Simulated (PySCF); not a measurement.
Successive ionisation energies of one element at GMP2 (screened spin-orbit), starting from the ion with 41 electrons. Calculated with PySCF 2.14, two-component X2C-1e (Gaussian nucleus, no Breit or QED terms), each ion in its own even-tempered basis; GMP2 freezes the deep shells of the larger ions and drops the highest virtual spinors; eV.

761.37, 809.31, 850.34, 894.91, 937.00, 1098.0, 1140.2, 1186.2, 1229.4, 1317.4, 1365.2, 1473.5

(1) Which element is it?

## Answers

(1) Gadolinium (Gd, Z = 64); the list starts at Gd(23+). The hydrogenic estimate 13.606 eV × (q + 1)²/n² with q = 23 and n = 4 gives 489.81 eV for the first entry, a lower bound because the other electrons screen the nucleus only in part.
